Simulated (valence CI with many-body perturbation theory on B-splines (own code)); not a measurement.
# Forbidden lines of Te III

Method: valence CI with perturbative core correlation (CI+MBPT): four valence electrons over a frozen Dirac-Fock core [Kr] 4d10, a basis of 11 s, 11 p, 9 d, 7 f, 5 g, 2 h, 1 i functions for each j, with the one-electron correlation potential Σ1, the two-electron term Σ2, the three-electron term Σ3, Breit, model QED; selected CI, second order for the rest, scaled by the run's own slope (own B-spline code, finite nucleus).

Set against measurement, 45 paired levels are off by 178 cm⁻¹ on average, the worst by 974. These come from a selection out of Zhang, Palmeri, Quinet and Biemont, Astron. Astrophys. 551, A136 (2013). Levels without a partner in it may be off by more. Among the levels kept, up to 270 cm⁻¹ of a level comes from second order outside the variational space, and about a tenth of that is noise between levels of different J, which matters for small intervals. 7 measured levels below the end of the list, from 114216 cm⁻¹ on, found no clear computed partner, and computed levels of the same name lie up to 1987 cm⁻¹ from them.

Lines 1 to 15 of 15 in falling wavelength, among levels below 21.556 eV, chosen from the decays that carry over 1 % of a level's rate. Wavelengths and rates use the calculated energies, so an error of 200 cm⁻¹ moves a line at 10920 Å by 2.2 % and its rate by three times that or more. Electric multipoles are in the length gauge, E1 and E2 with the static RPA response of the core. S is in atomic units (e²a₀⁴ for E2 and M2, e²a₀⁶ for E3), for M1 in squared Bohr magnetons. Weak lines are less certain than strong ones. Lines between different terms over intervals too small for the method are left out, as are lines whose strength nearly cancels.

Names give the largest LS component (configuration and term), which can be under half, so a name can repeat, a term be missing and a line seem to break the LS rules; names also repeat where a configuration has a term twice. Letters in brackets count levels of one name in rising energy.

| λ vac (Å) | λ from measured levels | Upper | Lower | Type | A (s⁻¹) | S (a.u.) |
| --- | --- | --- | --- | --- | --- | --- |
| 29460 | 29330 | 5s²5p² ³P_2 | 5s²5p² ³P_1 | M1 | 4.10e-01 | 1.94e+00 |
| 20980 | 21020 | 5s²5p² ³P_1 | 5s²5p² ³P_0 | M1 | 1.82e+00 | 1.87e+00 |
| 19890 |  | 5s²5p5d ³F°_4 | 5s²5p5d ³F°_3 | M1 | 2.42e+00 | 6.36e+00 |
| 12250 | 12240 | 5s²5p² ³P_2 | 5s²5p² ³P_0 | E2 | 1.32e-02 | 1.63e+01 |
| 10920 | 10880 | 5s²5p² ¹D_2 | 5s²5p² ³P_2 | M1 | 5.44e+00 | 1.31e+00 |
| 7965 | 7935 | 5s²5p² ¹D_2 | 5s²5p² ³P_1 | M1 | 6.01e+00 | 5.63e-01 |
| 7697 | 7670 | 5s²5p² ¹S_0 | 5s²5p² ¹D_2 | E2 | 1.81e+00 | 4.37e+01 |
| 6083 |  | 5s²5p5d ³F°_4 | 5s5p³ ³P°_2 [a] | E2 | 9.48e-02 | 6.35e+00 |
| 4514 | 4498 | 5s²5p² ¹S_0 | 5s²5p² ³P_2 | E2 | 3.26e+00 | 5.45e+00 |
| 3915 | 3900 | 5s²5p² ¹S_0 | 5s²5p² ³P_1 | M1 | 6.09e+01 | 1.35e-01 |
| 3795 |  | 5s²5p5d ³F°_4 | 5s5p³ ³D°_3 | M1 | 8.17e-01 | 1.49e-02 |
| 3795 |  | 5s²5p5d ³F°_4 | 5s5p³ ³D°_3 | E2 | 7.85e-02 | 4.97e-01 |
| 3527 |  | 5s²5p5d ³F°_4 | 5s5p³ ³D°_2 | E2 | 1.27e-01 | 5.55e-01 |
| 2127 |  | 5s²5p5d ³F°_4 | 5s5p³ ⁵S°_2 | E2 | 3.92e-01 | 1.37e-01 |
| 1064 |  | 5s²5p5d ³F°_4 | 5s²5p² ¹D_2 | M2 | 3.92e-01 | 4.30e-03 |
